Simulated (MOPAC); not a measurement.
Input for MOPAC: PM7 on C3H4O2 (SMILES C=CC(=O)O), a point of a torsion scan.

```
PM7 1SCF PRECISE CHARGE=0 THREADS=1
C3H4O2

C     -1.35749134 1    -0.39256457 1    -0.26495213 1
C     -0.55495220 1     0.42131228 1     0.40257076 1
C      0.91808654 1     0.36085878 1     0.28545540 1
O      1.63776457 1     1.32534068 1     0.24714600 1
O      1.38509215 1    -0.89098913 1     0.17275596 1
H     -0.96613489 1    -1.19422353 1    -0.86877164 1
H     -2.42889728 1    -0.29238361 1    -0.22254628 1
H     -0.92765148 1     1.25508507 1     0.97963411 1
H      2.34902634 1    -0.87757405 1     0.06318515 1
```

The log:

```
*******************************************************************************
 **                                                                           **
 **                              MOPAC v23.2.5                                **
 **                                                                           **
 *******************************************************************************
 ** MOPAC's Digital Object Identifier: https://doi.org/10.5281/zenodo.6511958 **
 **                                                                           **
 ** Please cite the open-source release paper for use of this MOPAC version:  **
 ** J. E. Moussa and J. J. P. Stewart (2026)                                  **
 ** MOPAC: An open-source semiempirical molecular orbital program             **
 ** J. Open Source Softw., 11(119), 8025, https://doi.org/10.21105/joss.08025 **
 *******************************************************************************

                              PM7 CALCULATION RESULTS

 *******************************************************************************
 *  PM7        - The PM7 Hamiltonian to be used
 *
 *
 *
 *                 CHARGE ON SYSTEM = 0
 *
 *
 *
 *  PRECISE    - TIGHTER CRITERIA TO BE USED
 *  1SCF       - DO 1 SCF AND THEN STOP
 *  THREADS=1  - MULTI-THREADING NOT USED
 *  T=         - A TIME OF 172800.0 SECONDS REQUESTED
 *  DUMP=N     - RESTART FILE WRITTEN EVERY 7200.0 SECONDS REQUESTED
 *******************************************************************************
PM7 1SCF PRECISE CHARGE=0 THREADS=1
 C3H4O2

   ATOM   CHEMICAL          X               Y               Z
  NUMBER   SYMBOL      (ANGSTROMS)     (ANGSTROMS)     (ANGSTROMS)

     1       C         -1.35749134  *  -0.39256457  *  -0.26495213  *
     2       C         -0.55495220  *   0.42131228  *   0.40257076  *
     3       C          0.91808654  *   0.36085878  *   0.28545540  *
     4       O          1.63776457  *   1.32534068  *   0.24714600  *
     5       O          1.38509215  *  -0.89098913  *   0.17275596  *
     6       H         -0.96613489  *  -1.19422353  *  -0.86877164  *
     7       H         -2.42889728  *  -0.29238361  *  -0.22254628  *
     8       H         -0.92765148  *   1.25508507  *   0.97963411  *
     9       H          2.34902634  *  -0.87757405  *   0.06318515  *



          CARTESIAN COORDINATES

    NO.       ATOM           X           Y           Z

     1         C         -1.3575     -0.3926     -0.2650
     2         C         -0.5550      0.4213      0.4026
     3         C          0.9181      0.3609      0.2855
     4         O          1.6378      1.3253      0.2471
     5         O          1.3851     -0.8910      0.1728
     6         H         -0.9661     -1.1942     -0.8688
     7         H         -2.4289     -0.2924     -0.2225
     8         H         -0.9277      1.2551      0.9796
     9         H          2.3490     -0.8776      0.0632

 General Reference for PM7:
 "Optimization of Parameters for Semiempirical Methods VI: More Modifications to the
 NDDO Approximations and Re-optimization of Parameters", J. J. P. Stewart, J. Mol. Mod., 1:32, 19 (2013)
 https://link.springer.com/article/10.1007/s00894-012-1667-x

           Empirical Formula: C3 H4 O2  =     9 atoms



      MOLECULAR POINT GROUP   :   C1


      RHF CALCULATION, NO. OF DOUBLY OCCUPIED LEVELS = 14


 -------------------------------------------------------------------------------
 PM7 1SCF PRECISE CHARGE=0 THREADS=1
 C3H4O2



     1SCF WAS SPECIFIED, SO BFGS WAS NOT USED
     SCF FIELD WAS ACHIEVED


                              PM7 CALCULATION
                                                       MOPAC v23.2.5 Linux




          FINAL HEAT OF FORMATION =        -73.34583 KCAL/MOL =    -306.87895 KJ/MOL


          COSMO AREA              =        105.71 SQUARE ANGSTROMS
          COSMO VOLUME            =         89.25 CUBIC ANGSTROMS

          IONIZATION POTENTIAL    =         11.183652 EV
          HOMO LUMO ENERGIES (EV) =        -11.184 -0.285
          NO. OF FILLED LEVELS    =         14
          MOLECULAR WEIGHT        =         72.0634         POINT GROUP:  C1

          MOLECULAR DIMENSIONS (Angstroms)

            Atom       Atom       Distance
            H     9    H     7     4.82210
            H     6    H     8     3.06510
            O     5    O     4     1.29411


          SCF CALCULATIONS        =          1





   ATOM   CHEMICAL          X               Y               Z
  NUMBER   SYMBOL      (ANGSTROMS)     (ANGSTROMS)     (ANGSTROMS)

     1       C         -1.35749134  *  -0.39256457  *  -0.26495213  *
     2       C         -0.55495220  *   0.42131228  *   0.40257076  *
     3       C          0.91808654  *   0.36085878  *   0.28545540  *
     4       O          1.63776457  *   1.32534068  *   0.24714600  *
     5       O          1.38509215  *  -0.89098913  *   0.17275596  *
     6       H         -0.96613489  *  -1.19422353  *  -0.86877164  *
     7       H         -2.42889728  *  -0.29238361  *  -0.22254628  *
     8       H         -0.92765148  *   1.25508507  *   0.97963411  *
     9       H          2.34902634  *  -0.87757405  *   0.06318515  *

                             CARTESIAN COORDINATES

   1    C       -1.357491340    -0.392564570    -0.264952130
   2    C       -0.554952200     0.421312280     0.402570760
   3    C        0.918086540     0.360858780     0.285455400
   4    O        1.637764570     1.325340680     0.247146000
   5    O        1.385092150    -0.890989130     0.172755960
   6    H       -0.966134890    -1.194223530    -0.868771640
   7    H       -2.428897280    -0.292383610    -0.222546280
   8    H       -0.927651480     1.255085070     0.979634110
   9    H        2.349026340    -0.877574050     0.063185150


           Empirical Formula: C3 H4 O2  =     9 atoms



      MOLECULAR POINT GROUP   :   C1


                  EIGENVALUES
 -31.88864 -30.38450 -28.34383 -23.19606 -20.15502 -17.50048 -17.06308 -16.13097
 -15.28626 -13.95350 -13.19300 -12.31114 -11.50979 -11.18365  -0.28537   1.29010
   2.00007   3.46762   4.40006   4.85529   5.22270   5.46658   5.64313   5.80634


              NET ATOMIC CHARGES AND DIPOLE CONTRIBUTIONS

  ATOM NO.   TYPE          CHARGE      No. of ELECS.   s-Pop       p-Pop
    1          C          -0.194285        4.1943     1.10507     3.08921
    2          C          -0.244283        4.2443     1.09010     3.15418
    3          C           0.628962        3.3710     1.10668     2.26436
    4          O          -0.502753        6.5028     1.87761     4.62515
    5          O          -0.528017        6.5280     1.83375     4.69427
    6          H           0.160415        0.8396     0.83958
    7          H           0.151879        0.8481     0.84812
    8          H           0.179652        0.8203     0.82035
    9          H           0.348429        0.6516     0.65157
 DIPOLE           X         Y         Z       TOTAL
 POINT-CHG.    -2.162    -1.498    -0.278     2.645
 HYBRID         0.604    -0.049    -0.071     0.610
 SUM           -1.558    -1.547    -0.349     2.223


          ATOMIC ORBITAL ELECTRON POPULATIONS

     Atom    s        px        py        pz
    1  C   1.10507   1.10173   1.01181   0.97567
    2  C   1.09010   0.98665   1.08531   1.08222
    3  C   1.10668   0.86274   0.73598   0.66563
    4  O   1.87761   1.65667   1.45924   1.50924
    5  O   1.83375   1.40788   1.43298   1.85341
    6  H   0.83958
    7  H   0.84812
    8  H   0.82035
    9  H   0.65157

 **********************
 *                    *
 * JOB ENDED NORMALLY *
 *                    *
 **********************




 == MOPAC DONE ==
```

The run finished.

Cost: about 0.03 core-seconds (a rough figure).
